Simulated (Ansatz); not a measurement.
Changing the shape of IF, singlet

Program: Ansatz, Gaussian basis, development build. Basis cc-pVTZ-PP on I, cc-pVTZ on F, scalar-relativistic core potentials (28 electrons on I), no spin–orbit coupling, 5 orbitals frozen in the corrections; active space CAS(2,2). Restricted Hartree–Fock, then the lowest state-specific CASSCF solution met for each case. On stretched bonds single-reference methods can fail or change state. Unlike active orbitals can shift such differences by tenths of an eV, at times by over 1 eV.

Case A: bond length 1.9100 Å.

Case B: bond length 2.1010 Å.

Energy less that of case A, in eV:

```csv
case,RHF/ROHF,CASSCF
B,+0.489,+0.194
```

Problem. What does SC-NEVPT2 give for these differences?

Solution. B: +0.282 eV (6.5 kcal/mol).
